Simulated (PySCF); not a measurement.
Species: C3H7ClO2Si.
Bonds: Cl1–C2, C2–Si3, Si3–O4, O4–C5, C5–C6, C6–O7, Si3–O7. Hydrogens: H8, H9 on C2; H10 on Si3; H11, H12 on C5; H13, H14 on C6.

The same species was optimised twice, with GFN2-xTB and with PBE0-D3(BJ)/def2-SVP (PySCF), and the same property calculations (PySCF, gas phase) were run on both structures.

```
       coordinate  GFN2-xTB  PBE0-D3(BJ)/def2-SVP  change
       Si3–O4 (Å)     1.637                 1.677  +0.040
       Si3–O7 (Å)     1.637                 1.674  +0.037
       C2–Si3 (Å)     1.899                 1.875  -0.024
        O4–C5 (Å)     1.399                 1.416  +0.017
        C6–O7 (Å)     1.398                 1.415  +0.017
        C5–C6 (Å)     1.548                 1.535  -0.013
    Si3–O4–C5 (°)     112.2                 109.5    -2.7
    Si3–O7–C6 (°)     111.4                 109.2    -2.2
     O4–C5–C6 (°)     108.5                 107.3    -1.2
     C5–C6–O7 (°)     108.4                 107.4    -1.0
    C2–Si3–O4 (°)     112.3                 113.1    +0.8
    C2–Si3–O7 (°)     111.4                 110.7    -0.7
    O4–Si3–O7 (°)      96.5                  96.6    +0.1
Cl1–C2–Si3–O4 (°)      -133                  -178     -45
```

Rotational constants: A = 5478, B = 899.8, C = 830.9 MHz (GFN2-xTB) against A = 4684, B = 980.8, C = 884.4 MHz (PBE0-D3(BJ)/def2-SVP). Some torsions differ by more than 30° (Cl1–C2–Si3–O4 -133° against -178°), so the changes below aren't those of bond lengths and angles alone. End groups have turned between the structures, so Cl1, H8, H9 are left out of the comparison.

On the GFN2-xTB structure: HOMO (eV) -8.03 [PBE0/pcSseg-1]; LUMO (eV) 0.50 [PBE0/pcSseg-1]; dipole (D) 2.93 [PBE0/pcSseg-1]; GIAO shielding of Cl1 (ppm) 957.4 [PBE0/pcSseg-1]; GIAO shielding of C2 (ppm) 157.8 [PBE0/pcSseg-1]; GIAO shielding of Si3 (ppm) 336.5 [PBE0/pcSseg-1]; GIAO shielding of O4/O7 (mean) (ppm) 294.9 [PBE0/pcSseg-1]; GIAO shielding of C5/C6 (mean) (ppm) 121.8 [PBE0/pcSseg-1].

Task: What do these properties become on the PBE0-D3(BJ)/def2-SVP structure?

Result: 
```csv
property,level,on GFN2-xTB,on PBE0-D3(BJ)/def2-SVP,change
HOMO (eV),PBE0/pcSseg-1,-8.03,-8.00,+0.03
LUMO (eV),PBE0/pcSseg-1,0.50,0.13,-0.37
dipole (D),PBE0/pcSseg-1,2.93,2.66,-0.27
"energy, GFN2-xTB geometry as zero (kcal/mol)",PBE0/pcSseg-1,0.0,-4.1,-4.1
GIAO shielding of Cl1 (ppm),PBE0/pcSseg-1,957.4,962.1,+4.7
GIAO shielding of C2 (ppm),PBE0/pcSseg-1,157.8,152.8,-5.0
GIAO shielding of Si3 (ppm),PBE0/pcSseg-1,336.5,347.8,+11.3
GIAO shielding of O4/O7 (mean) (ppm),PBE0/pcSseg-1,294.9,288.1,-6.8
GIAO shielding of C5/C6 (mean) (ppm),PBE0/pcSseg-1,121.8,117.3,-4.5
```

The heavy atoms differ by 0.375 Å rms after alignment. Among the bonds compared Si3–O4 changes most (+0.040 Å). Changes are differences of the printed values. Neither structure is proved a minimum here.
